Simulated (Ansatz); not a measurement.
Gas-phase electronic energies from Ansatz, PBE0-D4/def2-TZVP geometries. CCSD(T)/CBS adds triple-zeta CCSD(T) − MP2 to the extrapolated MP2 energy (def2 sets, frozen cores). DFT in def2-TZVPP. def2 core potentials past Kr. For As, Se, Te outer-core shells are correlated without core-valence functions, which leaves a few kJ/mol of doubt a bond. Scalar relativity is left out up to krypton. Each species was taken in one conformer, which may not be the lowest.

`[Se]=C[TeH]` + `N[AsH2]` → `N[AsH][TeH]` + `C=[Se]`  (ligand exchange at a Te–C bond)

```tsv
level	ΔE (eV)
r2SCAN-D4	-0.66
B97M-V	-0.58
```

Q: What does CCSD(T)/CBS give? (Best estimate.)

A: Ansatz gave: -0.74 eV. The listed levels differ from it by 0.08, 0.16 eV.

Largest T1 diagnostic among the species: 0.015.

From r2SCAN to r2SCAN0 (25 % exact exchange), in def2-TZVPP and without D4, ΔE moves by −0.07 eV. At CCSD(T), def2-SVP lies −0.06 eV from the extrapolated value and def2-TZVPP +0.04 eV. In def2-TZVPP, CCSD(T) changes the Hartree–Fock value by +0.18 eV (the triples alone add +0.03 eV) and MP2 by +0.22 eV.
